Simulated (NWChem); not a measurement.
System: CrH2O4; SMILES [O]=[Cr]([OH])([OH])=[O]

```xyz
7

Cr     0.0000     0.0000     0.2195
O     -0.2197     1.2468     1.0866
O      0.2197    -1.2468     1.0866
O      1.3866     0.2849    -0.7723
H      1.8950    -0.5068    -1.0007
O     -1.3866    -0.2849    -0.7723
H     -1.8950     0.5068    -1.0007
```
Atoms are numbered in this order, from 1.

Program: NWChem. Pople sets run with spherical d functions. Structure relaxed at the PBE0/def2-SVP level. B3LYP is NWChem's, with the RPA form of VWN correlation. GIAO values for the isolated, static molecule; σ is the absolute isotropic shielding, δ = σ(reference) − σ with the isolated reference molecule computed at the same levels (1H: tetramethylsilane, 17O: water).

```json
[
 {"level": "PBE0/pcSseg-1", "σ Cr1 (ppm)": "-2950.4", "δ O2 (ppm)": "1476.4", "δ O4 (ppm)": "384.8", "δ H5 (ppm)": "11.23"},
 {"level": "KT2/pcSseg-1", "σ Cr1 (ppm)": "-2379.4", "δ O2 (ppm)": "1180.8", "δ O4 (ppm)": "359.3", "δ H5 (ppm)": "10.61"},
 {"level": "B3LYP/6-31G*", "σ Cr1 (ppm)": "[?]", "δ O2 (ppm)": "[?]", "δ O4 (ppm)": "[?]", "δ H5 (ppm)": "10.58"},
 {"level": "PBE/pcSseg-1", "σ Cr1 (ppm)": "-2343.3", "δ O2 (ppm)": "1194.0", "δ O4 (ppm)": "364.8", "δ H5 (ppm)": "10.52"}
]
```

**Question.** Some entries are withheld; supply them.

**Answer.** 
- B3LYP/6-31G*, σ Cr1 (ppm): -2535.5
- B3LYP/6-31G*, δ O2 (ppm): 1284.2
- B3LYP/6-31G*, δ O4 (ppm): 342.3
